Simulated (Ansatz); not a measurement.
Frontier orbitals of CH4AlF2N (`C[NH][Al]([F])[F]`).

Z-matrix (Å, degrees):
```
C
N 1 1.450
H 1 1.092 2 110.0
H 1 1.096 2 112.1 3 -119.2
H 1 1.096 2 112.1 3 119.2
Al 2 1.747 1 127.9 3 -0.0
H 2 1.008 1 112.6 3 180.0
F 6 1.641 2 120.4 1 -0.0
F 6 1.641 2 120.8 1 180.0
```

Total charge 0; spin multiplicity 1. The geometry is a stationary point of PBE0-D4/def2-TZVP. It is one conformer, not always the lowest. Basis def2-TZVPP, Ansatz 0.2.0.

Orbital energies of one run (eV). Highest occupied ones, from the top: -9.61, -12.52, -13.85, -14.10, -14.10, -14.43, -14.70, -14.81, -15.08, -15.88, -16.63, -21.33, -27.14, -34.78. Empty: 0.99, 1.96, 2.67, 2.94, 4.19, 4.30.

Which functional gave them?
A. ωB97M-V
B. r2SCANh
C. PBE
D. r2SCAN0

A. HOMO energies: ωB97M-V -9.61, r2SCAN0 -7.45, r2SCANh -6.67, PBE -5.90 eV.
